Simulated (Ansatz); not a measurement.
# One elementary step

Start structure (SnH$_{5}$O, doublet), relaxed at PBE0-D4/def2-TZVP:

```csv
atom,x (Å),y (Å),z (Å)
H1,-1.0445,0.6942,-1.8174
Sn2,1.1400,-0.3182,1.2224
O3,-0.4754,0.6477,0.6135
H4,0.6563,-1.9549,1.5293
H5,-1.1914,0.6492,-2.5502
H6,2.1622,-0.2001,-0.1578
H7,-1.2472,0.4821,1.1603
```

The step: SnH₃O ([OH][SnH2]) + H₂ → SnH₃ + H₂O; bonds formed: H1–O3, Sn2–H5; bonds broken: H1–H5, Sn2–O3. Ansatz 0.2.0; basis: def2-TZVPP and def2-QZVPP; cores frozen in the correlated methods; orbitals are unrestricted. Filled d shells of the heavier atoms are correlated. Core potentials replace the inner electrons of the atoms past krypton. The def2 sets are not built for correlating such inner shells, so the correlated values are less sure here. Extrapolation: Hartree–Fock as exp(−7.88 √X), correlation as X^−2.97. Energies below are by CCSD(T) at an estimated basis limit (MP2 extrapolated from triple and quadruple zeta, plus CCSD(T) − MP2 in triple zeta).

Question: What are the electronic barrier and the energy of the step, from the start structure to the end structure? (To be estimated.)

Answer: Computed: Barrier 1.357 eV; step energy -0.035 eV (downhill); reverse barrier, their difference, 1.393 eV. Barrier and step energy count from the start structure, the reverse barrier from the end structure.

The saddle point: One imaginary mode of 1341i cm⁻¹.
```
  pair  start (Å)  saddle (Å)  end (Å)
 H1–O3       2.50        1.26     0.96
Sn2–H5       4.54        2.16     1.72
 H1–H5       0.75        1.00     2.82
Sn2–O3       1.98        2.15     3.04
```

Zero-point energy (harmonic, PBE0-D4): ZPE is 1.010 eV at the start and 1.020 eV at the saddle, so the barrier goes from 1.357 to 1.368 eV.

No T1 diagnostic of these runs exceeds 0.018. ⟨S²⟩ of the unrestricted Hartree–Fock references: 0.75 to 0.76 (a pure state has 0.75).

Labels in which every atom is bracketed show which atoms are joined, not bond orders.

For scale, one of the runs: CCSD(T)/def2-TZVPP, 151 basis functions, launched by `ansatz run in.yaml --threads 4 --pin off --events-out ev --progress --plain --max-ram 9574MiB`. The run took 49 s on 4 CPU threads of an Arm Neoverse V2 (shared host), with 2.8 GiB of host memory at its peak.
